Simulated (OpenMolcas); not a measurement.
## As⁺: the spin-orbit constant, thermal populations, Slater's ratio, worked from levels

* Program: OpenMolcas 26.06
* Basis: ANO-RCC [9s8p6d4f2g]
* Scalar Hamiltonian: DKH2, point nucleus
* Active space: 4 electrons in 9 orbitals (RAS2 4s 4p; RAS3 4d, at most 2 electrons)
* State averaging: 2S+1 = 3 even, 6 roots; 2S+1 = 1 even, 6 roots; 2S+1 = 5 odd, 1 root; 2S+1 = 3 odd, 8 roots; 2S+1 = 1 odd, 8 roots
* Spin-orbit coupling: state interaction with AMFI integrals over the reference wave functions, term energies averaged over their components

Methods: RASSCF; MS-RASPT2, IPEA 0.25 Eh, imaginary shift 0.1 Eh (closed shells correlated: 3d). Measured levels: NIST Handbook of Basic Atomic Spectroscopic Data.

**The spin-orbit constant.** For the Hund term ³P of p2, E(J) = (A/2) J(J+1) + constant and ζ = 2S·A = 2A. From J = 0 to J = 2 the energy changes by 3 A.

| Source | E(2) - E(0) | A | ζ |
| --- | --- | --- | --- |
| RASSCF | 2295.2 | 765.1 | 1530 |
| MS-RASPT2 | 2323.4 | 774.5 | 1549 |
| measured | 2541.3 | 847.1 | 1694 |

All in cm-1. MS-RASPT2 is off by -8.6 % and RASSCF by -9.7 %. Both methods take the spin-orbit matrix elements from the reference wave functions, so the second can move ζ only through the term energies and any multistate remixing. Second-order mixing with other terms is absorbed into this ζ.

**Thermal populations.** Z = Σ (2J + 1) exp(-E/kT) with k = 0.695035 cm-1/K, over the levels below. No other level of either list lies under 78700 cm-1, which is above 7 kT at each temperature.

```csv
Level,2J + 1,MS-RASPT2,measured
4s² 4p² ³P₀,1,0.0,0.0
4s² 4p² ³P₁,3,953,1063
4s² 4p² ³P₂,5,2320,2541
4s² 4p² ¹D₂,5,10150,10096
4s² 4p² ¹S₀,1,22820,22599
4s 4p³ ⁵S°₂,5,52860,54817
4s 4p³ ³D°₁,3,72790,73750
4s 4p³ ³D°₂,5,72840,73862
4s 4p³ ³D°₃,7,73090,74244
```

```json
{"T (K)": "5000", "Z, MS-RASPT2": "6.116", "Z, measured levels": "5.891", "Ground level (%), MS-RASPT2": "16.4", "Ground level (%), measured levels": "17.0"}
{"T (K)": "8000", "Z, MS-RASPT2": "7.644", "Z, measured levels": "7.475", "Ground level (%), MS-RASPT2": "13.1", "Ground level (%), measured levels": "13.4"}
{"T (K)": "12000", "Z, MS-RASPT2": "9.019", "Z, measured levels": "8.894", "Ground level (%), MS-RASPT2": "11.1", "Ground level (%), measured levels": "11.2"}
```

At 12000 K, kT = 8340 cm-1, and the computed levels give Z = 1.000 + 2.676 + 3.786 + 1.481 + 0.065 + 0.009 + 0.000 + 0.001 + 0.001 = 9.019.

**Slater's ratio.** With one set of orbitals, p2 has ¹D - ³P = 6 F2 and ¹S - ¹D = 9 F2 (F2 = F²/25), a ratio of 3/2. Term energies are centres of gravity, weighted by 2J + 1.

```
   Source  ¹D - ³P  ¹S - ³P  F2 from the first  Ratio
   RASSCF     7701    21210               1284  1.754
MS-RASPT2     8544    21208               1424  1.482
 measured     8329    20832               1388  1.501
```

Energies in cm-1. A ratio away from 3/2 shows effects beyond one configuration with one set of orbitals, and in heavier atoms second-order spin-orbit shifts.

CASPT2 does not keep the components of a term degenerate, so their means are used; among the terms shown or strongly mixed into the levels shown the widest spread is 40 cm-1 (4s² 4p² ¹D, MS-RASPT2). Over all roots computed the reference weight is 0.90 to 0.97 in MS-RASPT2; the roots of lowest weight are the least certain, and an intruder state may touch them. The run also gave levels led by 4s 4p² 4d, 4s² 4p 4d, which use shells meant for correlation; these and all levels above them are left out. Some terms mix strongly with configurations of 4d, whose occupation reaches 0.29 (4s 4p³ ³D°, 4s 4p³ ³P°) (figures for RASSCF; the like holds for MS-RASPT2). Without dynamic correlation excited terms often stand tens of per cent too high (terms of higher spin than the ground term too low), and those without a measured partner can miss by more than the paired ones (holds for RASSCF). Measured partners are found by configuration, term and J. A level has none where our copy of the source lacks it or the pairing is in doubt (some pairs that miss far off the trend of their configuration count as doubtful), and it then counts in no deviation. Levels of configurations outside the active space are missing.

° marks odd parity.
